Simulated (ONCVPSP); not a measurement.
**Ti, ONCV: configuration errors across variants**

titanium (Ti), optimised norm-conserving Vanderbilt (ONCV), made with ONCVPSP 4.0.1 (PBE, scalar-relativistic). Core [Ne], reference 3s2 3p6 3d2 4s2. Waves: 3s+4s: rc 1.95 bohr, ncon 4, nbas 7, qcut 6 1/bohr, 2 projectors; 3p: rc 1.15 bohr, ncon 4, nbas 9, qcut 8 1/bohr, 1 projector; 3d: rc 2.50 bohr, ncon 4, nbas 8, qcut 6.3 1/bohr, 1 projector. Local part: polynomial inside 0.85 bohr (lpopt 5, dvloc0 4 Ha). Core correction: none.

All-electron excitation energies from the reference (eV): (1) 3s2 3p6 3d2 4s1 7.347; (2) 3s2 3p6 3d2 4s0 20.919; (3) 3s2 3p6 3d1 4s0 47.867; (4) 3s2 3p6 3d1 4s2 9.745.

Errors AE − PS in meV (a dash: test not solved or not reliable):

| change | (1) | (2) | (3) | (4) | bound ghosts | GHOST(+) flags above zero |
| --- | --- | --- | --- | --- | --- | --- |
| base | -0.8 | -14 | +222 | +231 | none | none |
| all radii scaled by about 0.77 (s 1.50, p 0.88, d 1.94 bohr); local potential polynomial inside 0.66 bohr (lpopt 5, dvloc0 4 Ha) | +0.2 | -0.3 | +101 | +111 | none | s |
| all radii scaled by about 0.86 (s 1.68, p 1.00, d 2.16 bohr); local potential polynomial inside 0.74 bohr (lpopt 5, dvloc0 4 Ha) | 0.0 | -3.7 | +142 | +154 | none | s |
| all radii scaled by about 0.95 (s 1.86, p 1.10, d 2.38 bohr); local potential polynomial inside 0.82 bohr (lpopt 5, dvloc0 4 Ha) | -0.5 | -10.0 | +192 | +203 | none | none |
| all radii scaled by about 1.07 (s 2.08, p 1.22, d 2.68 bohr); local potential polynomial inside 0.90 bohr (lpopt 5, dvloc0 4 Ha) | -1.5 | -23 | +275 | +278 | none | none |
| all radii scaled by about 1.18 (s 2.30, p 1.36, d 2.94 bohr); local potential polynomial inside 1.00 bohr (lpopt 5, dvloc0 4 Ha) | -2.5 | -36 | +354 | +343 | none | none |
| all radii scaled by about 1.25 (s 2.44, p 1.44, d 3.14 bohr); local potential polynomial inside 1.06 bohr (lpopt 5, dvloc0 4 Ha) | -3.2 | -46 | +416 | +392 | none | none |

Question: Give the same row for: all radii scaled by about 1.33 (s 2.58, p 1.52, d 3.32 bohr); local potential polynomial inside 1.12 bohr (lpopt 5, dvloc0 4 Ha).

Answer: -4.0, -57, +482, +441; bound ghosts: none; GHOST(+) flags above zero: none.
